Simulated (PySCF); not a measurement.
## Correlation energy of S⁺ (sulfur, charge +1)

[Ne] 3s2 3p3, high-spin 4S determinant. Computed with PySCF 2.14 in aug-cc-pwCVDZ (6s5p3d, 36 functions), with the non-relativistic Hamiltonian (point nucleus). Frozen: 1s2; 13 electrons correlated.

```
  level  correlation energy (mhartree)
   CCSD                        -237.50
    (T)                          -2.55
CCSD(T)                        -240.05
```

Diagnostics: T1 = 0.0022, D1 = 0.0093, largest double amplitude 0.053.

Cost of the coupled-cluster step: roughly 1.5 core-seconds, for 13 correlated electrons.
